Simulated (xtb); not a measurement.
Mg(SeH)(GeH3) (GeH4MgSe), SMILES [GeH3][Mg][SeH]. All values are semi-empirical tight-binding results from xtb (GFN2-xTB unless named), good for trends rather than for accurate numbers. Geometry: GFN2-xTB. The structure was generated by enumeration; whether it is a known compound was not checked. One conformer was computed; it need not be the lowest.

For metal compounds this method's bond lengths and energies can be far off.

Computed properties:
orbital gap: 3.16 eV
zero-point energy: 17.1 kcal/mol
G − E(el) at 298.15 K (modified RRHO): -4.3 kcal/mol
